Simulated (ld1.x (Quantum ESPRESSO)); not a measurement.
**Which change was made? (Cu, PAW)**

```json
{
 "Element": "Cu (Z = 29)",
 "Generator": "ld1.x (Quantum ESPRESSO) 7.5",
 "Type": "PAW",
 "Functional": "LDA (PZ)",
 "Relativity": "scalar-relativistic",
 "Frozen core": "[Ne]",
 "Valence charge": "19",
 "Reference configuration": "3s2 3p6 3d9.5 4s0 4p0 (charge +1.5)",
 "Partial waves": "3s (bound): rcut 1.05, rcutus 1.40 bohr; 4s (bound, empty): rcut 1.05, rcutus 1.40 bohr; 3p (bound): rcut 1.05, rcutus 1.20 bohr; 4p (bound, empty): rcut 1.05, rcutus 1.20 bohr; 3d (bound): rcut 0.90, rcutus 1.10 bohr; 3d channel at -0.35 Ry: rcut 0.90, rcutus 1.10 bohr",
 "Local potential": "all-electron potential smoothed inside 0.95 bohr (lloc = -1)",
 "Core correction": "Bessel-smoothed model core inside 0.90 bohr",
 "Augmentation charge": "BESSEL, radius 0.75 bohr"
}
```

Cutoffs, loose and tight: the cutoffs (Ry, on a coarse ladder) from which the occupation-weighted sum of valence levels, in a spherical-Bessel basis at the reference potential, stays within 10 and 1 mRy of its value at 400 Ry. They do not see the model core or the augmentation charge, which bear on the density cutoff. Test errors are all-electron minus pseudo excitation energies from the reference, over the configurations 3s2 3p6 3d10 4s1 4p0; 3s2 3p6 3d10 4s0 4p0; 3s2 3p6 3d9 4s0 4p0; 3s2 3p6 3d10 4s0.5 4p0; 3s2 3p6 3d10 4s0 4p1; 3s2 3p6 3d8 4s0 4p0; 3s2 3p6 3d9 4s1 4p0 (two spin-polarised tests are not counted in the largest error); variants that change the core or the reference have their own tests.

The base gives: outcome: generated, overlap not positive; bound ghosts: not determined (overlap not positive); largest test error (meV): -56.

Task: After one change the result is: outcome: generated, overlap not positive; bound ghosts: not determined (overlap not positive); largest test error (meV): -41. Which change was it?
A. wave 3d channel at -0.35 Ry: rcut 0.90, rcutus 1.10 bohr becomes 3d channel at 0.96 Ry: rcut 0.90, rcutus 1.10 bohr
B. wave 3d channel at -0.35 Ry: rcut 0.90, rcutus 1.10 bohr becomes 3d channel at 4.81 Ry: rcut 0.90, rcutus 1.10 bohr
C. wave 3d channel at -0.35 Ry: rcut 0.90, rcutus 1.10 bohr becomes 3d channel at 2.69 Ry: rcut 0.90, rcutus 1.10 bohr

Result: A. The others give: wave 3d channel at -0.35 Ry: rcut 0.90, rcutus 1.10 bohr becomes 3d channel at 2.69 Ry: rcut 0.90, rcutus 1.10 bohr → outcome: generated, overlap not positive; bound ghosts: not determined (overlap not positive); largest test error (meV): -6.4 | wave 3d channel at -0.35 Ry: rcut 0.90, rcutus 1.10 bohr becomes 3d channel at 4.81 Ry: rcut 0.90, rcutus 1.10 bohr → outcome: generated, overlap not positive; bound ghosts: not determined (overlap not positive); largest test error (meV): -12. A file whose overlap is not positive is unfit for use, and its test errors describe a broken file.
